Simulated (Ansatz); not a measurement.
Born–Oppenheimer molecular dynamics of ClH7O2Si3 (13 atoms, charge 0, multiplicity 1). It starts from a relaxed structure.

Method: RKS PBE0/STO-3G (Ansatz 0.2.0).

| Item | Value |
| --- | --- |
| ensemble | NVT, Nosé–Hoover chain |
| time step | 0.5 fs |
| steps asked | 150 |
| set temperature | 2000 K |
| thermostat | time constant 100 fs, chain length 3 (defaults) |
| temperature schedule | 37 steps to 2000 K, then 113 steps to 10 K |
| seed | 4284 |

First frame:

```xyz
13
Properties=species:S:1:pos:R:3
Si -0.488 0.013 0.253
Cl -1.078 0.516 2.237
H 0.927 -0.285 0.333
O -0.705 1.308 -0.758
Si -2.273 1.692 -1.308
H -3.249 1.648 -0.240
H -2.184 3.032 -1.838
H -2.681 0.787 -2.361
O -1.444 -1.233 -0.293
Si -1.379 -2.765 0.445
H -0.008 -3.209 0.593
H -2.011 -2.748 1.747
H -2.091 -3.660 -0.436
```

Problem. How far do the bonds stretch over the last three quarters of this one trajectory? (Pairs bonded in most of those frames.)

Solution. 
```json
{"bond": "Si1–Cl2", "mean (Å)": "2.161", "spread (Å)": "0.109", "shortest": "1.99", "longest": "2.30"}
{"bond": "Si1–H3", "mean (Å)": "1.455", "spread (Å)": "0.018", "shortest": "1.42", "longest": "1.49"}
{"bond": "Si1–O4", "mean (Å)": "1.657", "spread (Å)": "0.048", "shortest": "1.56", "longest": "1.72"}
{"bond": "Si1–O9", "mean (Å)": "1.646", "spread (Å)": "0.052", "shortest": "1.55", "longest": "1.72"}
{"bond": "O4–Si5", "mean (Å)": "1.710", "spread (Å)": "0.070", "shortest": "1.61", "longest": "1.83"}
{"bond": "Si5–H6", "mean (Å)": "1.453", "spread (Å)": "0.035", "shortest": "1.40", "longest": "1.51"}
{"bond": "Si5–H7", "mean (Å)": "1.464", "spread (Å)": "0.102", "shortest": "1.31", "longest": "1.62"}
{"bond": "Si5–H8", "mean (Å)": "1.457", "spread (Å)": "0.027", "shortest": "1.40", "longest": "1.51"}
{"bond": "O9–Si10", "mean (Å)": "1.691", "spread (Å)": "0.061", "shortest": "1.60", "longest": "1.81"}
{"bond": "Si10–H11", "mean (Å)": "1.470", "spread (Å)": "0.079", "shortest": "1.33", "longest": "1.59"}
{"bond": "Si10–H12", "mean (Å)": "1.484", "spread (Å)": "0.148", "shortest": "1.26", "longest": "1.69"}
{"bond": "Si10–H13", "mean (Å)": "1.450", "spread (Å)": "0.026", "shortest": "1.41", "longest": "1.49"}
```

Mean temperature of the second half: 1060 K. The conserved energy stayed within 1.6 meV per atom of its start (net change 0.59 meV per atom), so the integration is sound. The schedule's set-point averaged 670 K over the second half and the system 1060 K, so it lags behind the ramp. A run of 0.075 ps of so small a system gives no equilibrium averages. Limits of this set-up: minimal basis.

Run time: 10 min on 1 thread of Arm Neoverse V1, with other jobs on the host, peak memory 0.14 GiB.
